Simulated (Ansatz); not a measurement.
Species: C$_{2}$H$_{6}$Si, charge 0, singlet. A triplet may lie lower; no result for it is given here. C2H6Si (SMILES [Si](C)C).
B3LYP-D3(BJ)/def2-TZVP minimum from Ansatz (an electronic-structure program):
```xyz
9

Si    -0.2709     0.1200     0.6943
C      0.7544     1.2359    -0.4601
H      0.7683     2.2824    -0.1539
H      0.4582     1.1670    -1.5113
H      1.7889     0.8658    -0.4038
C     -0.3973    -1.3941    -0.4550
H      0.5244    -1.6022    -1.0069
H     -1.1604    -1.1442    -1.2072
H     -0.7292    -2.2997     0.0537
```
Charge 0, spin multiplicity 1.

Total energies in cc-pV(D+d)Z, 18 correlated electrons, 7 frozen orbitals. UHF or UKS for unpaired electrons; spin-orbit terms are left out. Correlated methods leave the cores frozen. No relativity. The restricted determinant of C2H6Si (C[Si]C, singlet) is unstable towards broken spin symmetry in at least one set run.

```csv
method,program,energy (Eh),minus CCSDT(Q) (mEh)
HF,Ansatz,-368.11861,443.02
MP2,Ansatz,-368.49630,65.33
CCSD,Ansatz,-368.54738,14.25
CCSD(T),Ansatz,-368.55972,1.91
CCSDT(Q),Ansatz,-368.56163,0.00
```

Rough core times of Ansatz's runs on a shared machine: CCSD(T) under 20 s, CCSDT(Q) 5 min.
